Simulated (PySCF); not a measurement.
Property card for `Fc1cccc[o+]1`

Species: C₅H₄FO (charge +1).
Numbering: `[F:1][c:2]1[cH:3][cH:4][cH:5][cH:6][o+:7]1` (hydrogens: H8 on C3; H9 on C4; H10 on C5; H11 on C6)

Some functional groups and rings: aromatic ring with oxygen and C–F bond.

**GFN2-xTB geometry**

```yaml
Point_group_of_the_GFN2-xTB_geometry: Cs
Rotational_constants_A_B_C_of_the_GFN2-xTB_geometry: 5.828, 2.739, 1.863 GHz
```

PBE0/def2-SVPD ground state and vertical TDDFT (core frozen in the response) (PySCF):

```yaml
HOMO_energy: -13.97 eV
LUMO_energy: -8.20 eV
HOMO–LUMO_gap: 5.77 eV
Lowest_singlet_excitation: 5.16 eV (240 nm, f = 0.153)
Strongest_line_among_the_6_lowest_singlet_transitions: S5 at 7.57 eV (164 nm, f = 0.511)
Lowest_triplet_excitation_Tamm–Dancoff: 3.42 eV
Static_isotropic_polarisability: 53.6 au
Electronic_spatial_extent_⟨r²⟩_about_the_centre_of_nuclear_charge: 591 bohr²
```

**PBE0/pcSseg-1 ground state and GIAO shieldings, non-relativistic (PySCF)**

```yaml
Lowest_Hirshfeld_atomic_charge: -0.01 e on C3
Highest_Hirshfeld_atomic_charge: +0.27 e on C2
13C_chemical_shifts_computed_TMS_as_zero_by_class: 178.5 (C2), 175.4 (C4), 169.6 (C6), 132.9 (C5), 120.8 (C3) ppm
1H_chemical_shifts_computed_TMS_as_zero_by_class: 9.77 (H9), 9.30 (H11), 8.69 (H10), 8.39 (H8) ppm
Isotropic_shieldings_of_nuclei_other_than_C_and_H_by_class: 4 (O7), 191 (F1) ppm
Mayer_bond_orders_between_heavy_atoms: F1–C2 1.10, C2–C3 1.44, C3–C4 1.40, C4–C5 1.33, C5–C6 1.53, C6–O7 1.09, O7–C2 1.15
```

From B3LYP/pcJ-1 indirect spin-spin coupling, non-relativistic, gas phase; spin–dipole term left out for some pairs (PySCF):

```yaml
Largest_of_the_computed_one-bond_spin–spin_couplings_means_over_like_bonds: 19F–13C -408.7 (F1–C2), 13C–1H +229.1 (C6–H11), 13C–1H +199.0 (C3–H8), 13C–1H +196.0 (C5–H10), 13C–1H +189.6 (C4–H9), 13C–13C +87.1 (C2–C3), 13C–13C +65.1 (C5–C6), 13C–13C +57.4 (C3–C4) Hz
```

Monoisotopic mass of the ion (most abundant isotopes, electron mass counted): 99.0241 u.

The principal polarisabilities are 31.6, 60.4 and 68.6 au; their mean is the isotropic value. The rotational constants make it an asymmetric top with κ = (2B − A − C)/(A − C) = -0.56, nearer the prolate limit (−1). No computed singlet falls in the visible range (750 to 380 nm, 1.65 to 3.26 eV); S1 lies 1.90 eV above its blue end. S1 lies 0.61 eV below the HOMO–LUMO gap; its leading configuration is HOMO→LUMO, weight 0.96. The 6 singlets span 5.16 to 8.01 eV, and their oscillator strengths add up to 0.67. With B = h/(8π²I), that is 505.379 GHz u Å² over I, the principal moments of inertia are 86.7, 184.5 and 271.2 u Å² (most abundant isotopes). The largest Löwdin shares of the LUMO are 0.27 on C4, 0.17 on C6, 0.17 on O7 and 0.14 on C2. The largest Löwdin shares of the HOMO are 0.22 on C6, 0.19 on C5, 0.18 on C3 and 0.16 on C2.

For the NMR shielding job (PBE0/pcSseg-1), the run took 13 s wall on one thread, Arm Neoverse V1, shared host.
